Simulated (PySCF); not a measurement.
**Fe+ (iron, charge +1) across methods**

[Ar] 3d5 4s2, high-spin 6S determinant (an excited configuration). Calculation: PySCF 2.14, in x2c-TZVPPall (6s5p4d2f1g, 64 functions); scalar relativity by spin-free X2C-1e.

```csv
method,E (hartree),mean ε 3d α (eV),mean ε 4s α (eV),mean ε 4s β (eV),Σ⟨r²⟩ (bohr²),⟨S²⟩
PBE0,-1271.970,-26.485,-15.326,-14.251,29.27,8.754
HSE06,-1271.988,-26.032,-15.026,-13.878,29.25,8.754
wB97X,-1272.213,-28.755,-17.420,-16.703,29.12,8.752
r2SCAN,-1272.153,-24.360,-14.767,-13.549,29.32,8.757
PBE,-1271.933,-23.632,-14.553,-13.464,29.26,8.754
TPSSh,-1272.185,-24.799,-14.884,-13.735,29.31,8.754
LDA,-1269.620,-23.866,-14.811,-13.709,29.12,8.753
MN15,-1272.844,-27.159,-15.848,-14.974,29.39,8.751
```

Q: Estimate the same row for UHF.

A: E (hartree) = -1271.02268; mean ε 3d α (eV) = -34.405; mean ε 4s α (eV) = -16.930; mean ε 4s β (eV) = -15.684; Σ⟨r²⟩ (bohr²) = 29.84; ⟨S²⟩ = 8.756.
